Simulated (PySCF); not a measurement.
In(CH₃)₃.NH₃, optimised at PBE0/def2-TZVP:

```xyz
17

C     -0.4083    -1.7103    -1.4471
In    -0.3965     0.0870    -0.2132
C      0.2364     1.9720    -1.1066
C     -1.6261     0.1356     1.5862
N      1.7164    -0.3881     0.9236
H     -1.3005    -1.7341    -2.0779
H     -0.4171    -2.6154    -0.8345
H      0.4607    -1.7465    -2.1088
H      0.5110     2.7041    -0.3429
H     -0.5742     2.4052    -1.6979
H      1.0892     1.8308    -1.7755
H     -2.6687     0.3408     1.3304
H     -1.6014    -0.8216     2.1131
H     -1.2980     0.9196     2.2734
H      1.5800    -0.4565     1.9254
H      2.3932     0.3454     0.7484
H      2.1113    -1.2634     0.6000
```

Method: PySCF energies plus ideal-gas RRHO corrections (1 bar). All species are closed-shell singlets. In: scalar-relativistic def2 core potential, no spin-orbit coupling. Adducts (In(CH₃)₃.NH₃) have no counterpoise correction, and HF, PBE, BLYP, B3LYP and PBE0 lack dispersion. In(CH₃)₃.NH₃: computed as isolated molecules; such fragments, hydroxides, amides, oligomers or adducts are transient or little studied in the gas.

**Question.** List the harmonic frequencies (cm⁻¹, unscaled) at this level and at the other levels, each on its own geometry.

**Answer.** 
- PBE0/def2-TZVP: 39, 70, 71, 72, 90, 90, 114, 114, 125, 241, 443, 444, 471, 492, 492, 620, 642, 642, 698, 713, 713, 1137, 1183, 1183, 1188, 1450, 1450, 1452, 1459, 1459, 1459, 1660, 1660, 3040, 3040, 3042, 3126, 3126, 3126, 3126, 3127, 3127, 3501, 3627, 3627
